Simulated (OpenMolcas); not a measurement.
An atom or ion with 6 electrons was computed by XMS-CASPT2, IPEA 0.25 Eh, imaginary shift 0.1 Eh with spin-orbit coupling (OpenMolcas, ANO-RCC-VTZP, DKH2). The lowest levels that the run gave, each within 12 % of the measured value where one is at hand:

| J | Parity | E (cm⁻¹) | g |
| --- | --- | --- | --- |
| 0 | even | 0.0 |  |
| 1 | even | 47.3 | 1.501 |
| 2 | even | 141 | 1.501 |
| 2 | even | 15600 | 1.000 |
| 0 | even | 36440 |  |

Question: Which ion is it, and what are the configurations and terms?

Answer: N+ (Z = 7, charge +1; active space 2 electrons in 3 orbitals (2p)). J, parity and g give the terms where levels are pure, and mixed ones are named by the computed weights; the size of the splittings, set against known spectra of the 6-electron sequence, gives the charge. In order, with the measured energies in cm⁻¹ (NIST Handbook of Basic Atomic Spectroscopic Data): 2s² 2p² ³P₀, 2s² 2p² ³P₁ (48.7), 2s² 2p² ³P₂ (131), 2s² 2p² ¹D₂ (15316), 2s² 2p² ¹S₀ (32689).

Term energies are means over components that CASPT2 splits; among the terms shown or strongly mixed into the levels shown the widest spread is 620 cm-1 (2s² 2p² ¹D). With the s shell closed, the reference lacks s² → p² mixing. Computed and measured levels are paired by configuration, term and J; levels that our copy of the source lacks, or whose pairing is in doubt (as where it misses far off the trend of its configuration), stay unpaired and out of the deviations. Only configurations of the active space appear.
